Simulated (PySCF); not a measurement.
# Correlation energy of Ag⁻ (silver, charge -1)

[Kr] 4d10 5s2, closed-shell 1S. Calculation: PySCF 2.14, in aug-cc-pVTZ-PP with ECP28MDF (6s6p5d3f2g, 88 functions); a scalar-relativistic core potential. Frozen: 4s2 4p6; 12 electrons correlated.

```tsv
level	correlation energy (mhartree)
CCSD	-416.68
(T)	-21.36
CCSD(T)	-438.04
```

Diagnostics: T1 = 0.051, D1 = 0.1726, largest double amplitude 0.073.

Is a single reference adequate?

Not fully. T1 exceeds 0.03, a sign that the reference determinant is poor.
